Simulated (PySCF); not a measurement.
## Dipole response of Nb²⁺ (niobium, charge +2)

[Kr] 4d2 5s1, high-spin 4F determinant (an excited configuration). All numbers are calculated (PySCF 2.14, the spin-free X2C one-electron Hamiltonian (Gaussian nucleus), in aug-cc-pwCVTZ-DK). Coupled (time-dependent) response in atomic units; α is the mean over directions.

| method | mean α (bohr³) | C₆ (like pair) | S(−4) |
| --- | --- | --- | --- |
| PBE0 | 32.06 | 202.2 | 700.0 |

S(−4) is the Cauchy moment in α(ω) = α(0) + S(−4) ω² + …

Spin-orbit coupling is absent.

α(iu) at PBE0:

```tsv
u (hartree)	α(iu) (bohr³)
0	32.06
0.0500	30.42
0.100	26.53
0.200	18.39
0.300	13.10
0.500	7.985
0.750	5.309
1.00	3.927
1.50	2.461
2.00	1.688
3.00	0.9296
5.00	0.4073
```

A single London oscillator, α(iu) = α/(1 + u²/ω²), gives C₆ = (3/4) ω α². Matching the computed C₆ needs ω = 4 × 202.2 / (3 × 32.06²) = 0.262 hartree.

For an ion, C₆ is the dispersion term alone; charge-induced terms of lower order in 1/R come first.
